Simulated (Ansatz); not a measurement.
H3O4V, SMILES `[O]=[V]([OH])([OH])[OH]`. Charge 0, multiplicity 1.

```
atom   x (Å)   y (Å)   z (Å)
  O1   1.489  -0.150  -0.483
  V2   0.016  -0.002  -0.005
  O3  -0.313   1.693   0.361
  O4  -0.231  -0.978   1.444
  O5  -1.072  -0.552  -1.280
  H6   0.364   2.366   0.257
  H7   0.482  -1.497   1.823
  H8  -0.734  -0.881  -2.117
```

List the harmonic frequencies (cm⁻¹, unscaled) at PBE0-D4/def2-TZVP in Ansatz. (Best estimate.)

The calculation gave: 238, 238, 256, 256, 262, 305, 383, 383, 649, 649, 670, 742, 815, 815, 1143, 3892, 3892, 3898.

Is this a minimum?

Yes, all 18 modes are real.

Give the ideal-gas thermochemistry at 298.15 K and 1 bar (rigid rotor, harmonic oscillator; point group C3v, symmetry number 3).

Zero-point energy 116.6 kJ/mol; H(298) − E = 137.4 kJ/mol; entropy 327.2 J/(mol·K), of which translation 168.4, rotation 100.7, vibration 58.1; G(298) − E = 39.9 kJ/mol.
